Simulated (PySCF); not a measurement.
Cyanuric acid, C3H3N3O3.
Bonds: O1–C2 (double), C2–N3, N3–C4, C4–O5 (double), C4–N6, N6–C7, C7–O8 (double), C7–N9, C2–N9. Hydrogens: H10 on N3; H11 on N6; H12 on N9.

NICS is the negative of the GIAO shielding at a point without a nucleus: at the ring centre (0) and 1 Å above and below it (1); zz is the component along the ring normal. Level: GIAO PBE0/pcSseg-1 (PySCF, non-relativistic, gas phase) on the PBE0-D3(BJ)/def2-SVP geometry, one conformer.

Ring bond lengths (Å), with Mayer bond orders in brackets: C2–N3 1.385 (1.03), N3–C4 1.384 (1.03), C4–N6 1.384 (1.03), N6–C7 1.384 (1.03), C7–N9 1.384 (1.03), N9–C2 1.384 (1.03).

Q: Give the NICS values of each ring in ppm.

A: 
| ring | type | NICS(0) | NICS(1), two faces | NICS(1)zz, two faces | rms pucker (Å) | centre to ring atoms, mean (Å) |
| --- | --- | --- | --- | --- | --- | --- |
| C2–N3–C4–N6–C7–N9 | 6-membered ring with 3 N; bonds drawn aromatic by RDKit's count | -3.2 | -1.9 / -1.9 | -0.6 / -0.6 | 0.00 | 1.38 |

Q: What can be read from them?

A: 
- C2–N3–C4–N6–C7–N9: mean NICS(1)zz -0.6 ppm, near zero. That is too small in size for a clear verdict by the NICS criterion.

Q: How equal are the bonds by HOMA? HOMA = 1 − mean of α(R − Ropt)² over the ring bonds, with Krygowski's 1993 parameters (CN: Ropt 1.334 Å, α 93.52 Å⁻²).

A: 
- C2–N3–C4–N6–C7–N9: HOMA 0.76; the largest term is that of C2–N3, α(R − Ropt)² = 0.24. The geometric and the magnetic index disagree.

Q: At the second NICS(1) probe listed for ring C2–N3–C4–N6–C7–N9, 1 Å off the ring, how large is the induced field along the normal in 11.7 T applied along it?

A: NICSzz × B0 = -0.6 ppm × 11.7 T = -7 μT, against the applied field.

Q: How do the values depend on the level or the medium?

A: 
```tsv
level	NICS(0), C2–N3–C4–N6–C7–N9	mean NICS(1)zz, C2–N3–C4–N6–C7–N9
PBE0/pcSseg-1, gas	-3.2	-0.6
PBE0/pcSseg-2, gas	-2.1	0.5
PBE0/pcSseg-1, IEF-PCM chloroform	-3.2	-0.9
PBE0/pcSseg-1, IEF-PCM dimethylsulfoxide	-3.3	-1.1
```

The geometry is the same throughout; the continuum's cavity takes Bondi-type radii × 1.2.
